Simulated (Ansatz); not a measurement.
Born–Oppenheimer molecular dynamics of ClF$_{2}$H$_{2}$NTi (7 atoms, charge 0, multiplicity 1). It starts from a relaxed structure.

Theory: RKS PBE-D4/def2-SVP in Ansatz 0.2.0.

| Quantity | Value |
| --- | --- |
| ensemble | NVT, Langevin thermostat |
| time step | 1 fs |
| steps asked | 150 |
| set temperature | 2000 K |
| friction | 0.001 /fs |
| seed | 204673 |

First frame:

```xyz
7
Properties=species:S:1:pos:R:3
Ti -0.034 -0.022 -0.014
Cl 0.275 -0.203 2.174
F 1.522 0.060 -0.809
F -1.083 1.341 -0.330
N -0.895 -1.537 -0.648
H -1.913 -1.664 -0.668
H -0.417 -2.390 -0.964
```

Q: How far do the bonds stretch over the last three quarters of this one trajectory? (Pairs bonded in most of those frames.)

A: 
```csv
bond,mean (Å),spread (Å),shortest,longest
Ti1–Cl2,2.239,0.033,2.16,2.30
Ti1–F3,1.756,0.036,1.67,1.81
Ti1–F4,1.759,0.067,1.65,1.86
Ti1–N5,1.883,0.112,1.71,2.05
N5–H6,1.039,0.048,0.95,1.13
N5–H7,1.041,0.048,0.96,1.14
```

Mean temperature of the second half: 1124 K. The mean temperature of the second half is 44 % below the set value. A run of 0.15 ps of so small a system gives no equilibrium averages.

The run took 5.6 min on 2 threads of Arm Neoverse V1, with other jobs on the host, peak memory 0.15 GiB.
